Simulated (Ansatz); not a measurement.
LaB6⁺ (the lowest singlet isomer of a short search). Charge 1, multiplicity 1. Geometry B3LYP-D4/def2-SVP, basis def2-TZVP, Ansatz.

```xyz
7

La   -3.022    1.460    0.403
B     1.861   -0.726    0.305
B    -0.923    0.774    1.121
B     0.485   -0.537   -1.020
B     0.512   -0.004    0.694
B     1.877   -1.208   -1.132
B    -0.788    0.241   -0.371
```

| run | HOMO (eV) | LUMO (eV) |
| --- | --- | --- |
| A | -9.20 | -7.36 |
| B | -8.83 | -7.95 |
| C | -9.07 | -7.55 |
| D | -8.84 | -7.75 |
| E | -9.43 | -7.18 |

In the def2 sets La takes a core potential; there is no spin–orbit coupling. B3LYP takes the VWN-RPA correlation. HSE06 is defined as in plane-wave codes, on full-range PBE exchange. Another isomer (singlet) lies 0.10 eV lower at PBE0-D4/def2-TZVP.

**Question.** The runs used B3LYP, HSE06, PBE, PBE0, r2SCAN. Estimate which is which.

**Answer.** A B3LYP (20 % exact exchange); B PBE (0 % exact exchange); C HSE06 (range-separated); D r2SCAN (0 % exact exchange); E PBE0 (25 % exact exchange). Exact exchange lowers occupied and raises empty levels; among semilocal functionals meta-GGAs tend to open the gap a little, and such runs are hard to tell apart. The gap grows from 0.88 eV (PBE) to 2.24 eV (PBE0).
